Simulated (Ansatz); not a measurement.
`C=C[SiH2]BC` + `[AlH2][SiH3]` → `CB[SiH2][SiH2][AlH2]` + `C=C`  (formal exchange of groups at the Si–C bond)

Gas-phase electronic energies from Ansatz, PBE0-D4/def2-TZVP geometries. CBS: MP2 limit from def2 TZ/QZ plus the TZ coupled-cluster correction, frozen cores. This one scheme is used for every species. Functionals use def2-TZVPP. One conformer a species, not always the lowest.

```tsv
species	BHLYP energy (Eh)
`C=C[SiH2]BC`	-434.00218
`[AlH2][SiH3]`	-534.90918
`CB[SiH2][SiH2][AlH2]`	-890.34876
`C=C`	-78.56608
```

(1) Work out ΔE.

Largest T1 diagnostic among the species: 0.014.

Answers

(1) ΔE = (-890.34876) + (-78.56608) − (-434.00218) − (-534.90918) = -0.00348 Eh = -9.1 kJ/mol. CCSD(T)/CBS gives -26.2 kJ/mol.

At CCSD(T), def2-SVP lies +3.0 kJ/mol from the extrapolated value and def2-TZVPP +2.2 kJ/mol. Leaving LDA and LC-ωPBE aside and taking each functional with its dispersion term where it has one, the values, not all of them listed here, spread over 23.9 kJ/mol, from PBE-D4 to B2PLYP. LDA lies −11.9 kJ/mol from PBE without D4. In def2-TZVPP, CCSD(T) changes the Hartree–Fock value by −29.7 kJ/mol (the triples alone add −5.0 kJ/mol) and MP2 by −26.9 kJ/mol.
